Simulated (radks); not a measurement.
Values are calculated unless marked as measured or tabulated.
Trend from Sc4+ to Zn4+: ionisation energy by Delta-SCF between NIST ground configurations, and size. Code: a radial shooting solver on a logarithmic mesh with Libxc functionals. Model: non-relativistic Kohn-Sham, PBE, spin-unpolarised, spherical densities, point nucleus.

| species | configuration | IE (eV) | NIST (eV) | kind | -e(HOMO) (eV) | outermost | <r> outermost (bohr) |
|---|---|---|---|---|---|---|---|
| Sc4+ | [Ne] 3s2 3p5 | 93.147 | 91.95 | semi-emp. | 83.329 (3p) | 3p | 1.09 |
| Ti4+ | [Ar] | 99.684 | 99.30 | exp. | 89.341 (3p) | 3p | 1.03 |
| V4+ | [Ar] 3d1 | 65.509 | 65.282 | exp. | 55.444 (3d) | 3d | 1.08 |
| Cr4+ | [Ar] 3d2 | 68.690 | 69.46 | semi-emp. | 58.282 (3d) | 3d | 1.02 |
| Mn4+ | [Ar] 3d3 | 71.780 | 72.4 | semi-emp. | 61.034 (3d) | 3d | 0.965 |
| Fe4+ | [Ar] 3d4 | 74.790 | 75.0 | semi-emp. | 63.709 (3d) | 3d | 0.918 |
| Co4+ | [Ar] 3d5 | 77.729 | 79.5 | semi-emp. | 66.316 (3d) | 3d | 0.875 |
| Ni4+ | [Ar] 3d6 | 80.602 | 76.1 | semi-emp. | 68.863 (3d) | 3d | 0.837 |
| Cu4+ | [Ar] 3d7 | 83.417 | 80 | semi-emp. | 71.355 (3d) | 3d | 0.802 |
| Zn4+ | [Ar] 3d8 | 86.178 | 83 | semi-emp. | 73.798 (3d) | 3d | 0.770 |

Reference values: NIST Atomic Spectra Database (exp. = measured, semi-emp. = semi-empirical, theory = theoretical value adopted there). Spin polarisation and multiplet splitting are left out, so open shells lie too high by an amount that depends on their filling.

Beside tabulated values, note that spin-unpolarised runs miss the spin-polarisation part of the exchange energy of open shells.
